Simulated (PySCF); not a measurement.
C4H8Si, SMILES C[SiH](C#C)C. Geometry: PBE-D3(BJ)/def2-SVP.

Task: Give the equilibrium geometry at PBE-D3(BJ)/def2-SVP (PySCF confirms it by a frequency run) as a Z-matrix, and its point group. (An estimate is asked for; the answer gives what the named calculation found.)

Result: point group Cs.
```
Si
H 1 1.5068
C 1 1.8486 2 107.44
C 3 1.2294 2 148.91 1 180.00
H 4 1.0823 2 158.31 1 180.00
C 1 1.8877 2 109.75 3 118.58
H 6 1.1082 1 110.97 2 -58.80
H 6 1.1088 7 108.12 1 121.45
H 6 1.1093 7 108.25 8 117.11
C 1 1.8877 2 109.75 3 -118.58
H 10 1.1082 1 110.97 2 58.80
H 10 1.1088 11 108.12 1 -121.45
H 10 1.1093 11 108.25 12 -117.11
```
